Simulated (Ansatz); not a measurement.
Cl₂H₂N₂W (`[NH]=[W](=[NH])([Cl])[Cl]`), relaxed with RKS PBE0-D4/def2-TZVP in Ansatz 0.2.0 from a PBE-D4/def2-SVP geometry. The force threshold is 0.005 eV/Å; the program also tests the step.

The species carries charge 0 and has multiplicity 1. W: def2 effective core potential.

Start:

```xyz
7

N    -1.497   -0.058   -0.268
W     0.248    0.053   -0.428
N     0.988   -0.060    1.161
Cl    0.945   -1.777   -1.642
Cl    0.726    2.149   -1.258
H    -2.374   -0.153    0.254
H     0.964   -0.155    2.181
```

(1) How much energy does the relaxation release, and in how many steps? (An estimate is asked.)

(2) Which bonds change most? (Best estimate.)

(3) Give the relaxed structure. (Best estimate.)

## Answers

(1) The calculation gave: 4.84 kJ/mol, in 5 steps.

(2) Ansatz gave: W2–Cl5 from 2.304 to 2.277 Å; W2–Cl4 from 2.304 to 2.277 Å; W2–N3 from 1.757 to 1.737 Å; N1–W2 from 1.756 to 1.737 Å.

(3) The calculation gave: 
```xyz
7

N    -1.494   -0.057   -0.260
W     0.234    0.052   -0.406
N     0.973   -0.059    1.162
Cl    0.943   -1.728   -1.637
Cl    0.731    2.102   -1.266
H    -2.364   -0.154    0.240
H     0.976   -0.156    2.167
```
